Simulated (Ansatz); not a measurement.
Reaction (ligand exchange at a B–C bond): `BCN=C` + `CC(N)O` → `BNC(C)O` + `C=NC`

Gas-phase electronic energies from Ansatz, PBE0-D4/def2-TZVP geometries. CBS: MP2 limit from def2 TZ/QZ plus the TZ coupled-cluster correction, frozen cores. Functionals use def2-TZVPP. B3LYP here is the variant with VWN-RPA as its local correlation; programs differ in this. Each species was taken in one conformer, which may not be the lowest.

`BCN=C`:

Z-matrix (Å, degrees):
```
C
N 1 1.437
B 1 1.553 2 116.1
H 1 1.107 2 108.4 3 113.2
H 1 1.105 2 113.7 3 -130.9
C 2 1.257 1 118.3 3 120.4
H 3 1.197 1 117.9 2 -174.2
H 3 1.194 1 121.9 2 8.2
H 6 1.100 2 123.3 1 1.3
H 6 1.089 2 119.4 1 -178.7
```

`CC(N)O`:

Z-matrix (Å, degrees):
```
C
C 1 1.510
H 1 1.090 2 110.4
H 1 1.090 2 110.2 3 121.1
H 1 1.093 2 109.7 3 -119.0
N 2 1.435 1 110.4 3 -179.5
O 2 1.426 1 106.0 3 55.8
H 2 1.098 1 109.8 3 -61.9
H 6 1.012 2 112.1 1 175.4
H 6 1.013 2 110.5 1 -63.8
H 7 0.961 2 108.3 1 -175.5
```

`BNC(C)O`:

Z-matrix (Å, degrees):
```
C
N 1 1.444
O 1 1.409 2 111.0
C 1 1.510 2 112.2 3 119.3
H 1 1.097 2 106.1 3 -120.3
B 2 1.386 1 126.6 3 115.1
H 2 1.011 1 112.9 3 -64.3
H 3 0.962 1 107.8 2 -56.9
H 4 1.090 1 110.1 2 -179.5
H 4 1.090 1 110.3 2 59.9
H 4 1.093 1 110.0 2 -60.4
H 6 1.196 2 119.2 1 -179.7
H 6 1.198 2 118.6 1 0.1
```

`C=NC`:

```xyz
8

C    -1.192    0.065    0.512
N    -0.036    0.557    0.545
C     0.954    0.014   -0.346
H    -1.479   -0.757   -0.161
H    -1.961    0.458    1.176
H     0.580   -0.806   -0.977
H     1.332    0.814   -0.989
H     1.804   -0.345    0.240
```

```tsv
level	ΔE (eV)
B2PLYP	-1.61
r2SCAN	-1.58
PBE0	-1.57
B3LYP	-1.60
HF/def2-TZVPP	-1.54
CCSD/def2-TZVPP	-1.59
CCSD(T)/def2-TZVPP	-1.61
HF/CBS(def2)	-1.53
```

(1) What does CCSD(T)/CBS give? (Best estimate.)

Largest T1 diagnostic among the species: 0.012.

Answers

(1) Ansatz gave: -1.58 eV. The listed levels differ from it by -0.03, 0.00, 0.01, -0.02, 0.04, -0.01, -0.03, 0.05 eV.

In def2-TZVPP, CCSD(T) changes the Hartree–Fock value by −0.07 eV (the triples alone add −0.02 eV) and MP2 by −0.08 eV.
